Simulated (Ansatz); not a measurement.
`C#[C][GeH2][SbH2]`. Charge 0, multiplicity 1. Correlated methods include outer-core shells of Ge, Sb, which these sets cover unevenly. Scalar relativity is left out up to krypton. Sb: def2 effective core potential.

```xyz
9

C    -2.5352   -0.1465   -0.7891
C    -1.5324    0.0505   -0.1492
Ge    0.0969    0.3459    0.7845
Sb    2.0171    0.2790   -0.9978
H    -3.4274   -0.3194   -1.3460
H     0.0247    1.7346    1.4395
H     0.2315   -0.7329    1.8687
H     1.9281   -1.4257   -1.0493
H     3.1968    0.2146    0.2387
```

Give the diagnostics of a CCSD(T)/def2-TZVPP run (frozen core, the Gaussian-basis code of Ansatz). (Best estimate.)

Computed: T1 = 0.0132, largest single amplitude 0.024, largest double 0.046, (T) share of the correlation energy 3.9 %, 9 CCSD cycles. The RHF solution is stable towards an unrestricted one. T1 lies under the customary mark of 0.02 for closed shells.
